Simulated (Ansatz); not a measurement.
SiH-, multiplicity 3 (lowest of 2S+1 = 1, 3, 5 at CCSD(T)/def2-TZVPP on PBE0 minima; our sources give no spin for the ground state, which may be another), most abundant isotopes (1.0078 and 27.9769 u). Constants from fifth-degree fits in 1/R to seven points on the lowest solution found; no spin–orbit coupling, no relativity up to Kr; ω_e x_e and α_e move by some per cent with the fit.

Frozen-core correlation. CBS(a, b) extrapolates the correlation energy as X⁻³ and adds the Hartree–Fock energy of set b.

Codes used: Ansatz (Gaussian basis) for Hartree–Fock, density functionals and correlated methods. Values without a source in brackets are computed.

```
level                                          r_e (Å)  ω_e (cm⁻¹)  ω_e x_e (cm⁻¹)  α_e (cm⁻¹)
---------------------------------------------  -------  ----------  --------------  ----------
PBE/def2-TZVPP                                  1.5748      1772.5            39.8       0.246
CCSD(T)/CBS(aug-cc-pV(Q+d)Z, aug-cc-pV(5+d)Z)   1.5507      1865.7            42.3       0.252
```

Problem. Derive the rotational constants, the centrifugal constant, the fundamental, the zero-point energy and the force constant.

Solution. 
μ = 0.97278 u.
- PBE/def2-TZVPP: B_e = 16.8576/(μ r_e²) = 6.9878 cm⁻¹; B₀ = B_e − α_e/2 = 6.8648 cm⁻¹; D = 4B_e³/ω_e² = 4.34e-04 cm⁻¹; fundamental ω_e − 2ω_e x_e = 1693 cm⁻¹; zero-point energy ω_e/2 − ω_e x_e/4 = 876 cm⁻¹; k = μ(2πcω_e)² = 180 N/m
- CCSD(T)/CBS(aug-cc-pV(Q+d)Z, aug-cc-pV(5+d)Z): B_e = 16.8576/(μ r_e²) = 7.2070 cm⁻¹; B₀ = B_e − α_e/2 = 7.0812 cm⁻¹; D = 4B_e³/ω_e² = 4.30e-04 cm⁻¹; fundamental ω_e − 2ω_e x_e = 1781 cm⁻¹; zero-point energy ω_e/2 − ω_e x_e/4 = 922 cm⁻¹; k = μ(2πcω_e)² = 200 N/m

Ansatz is an electronic-structure program.
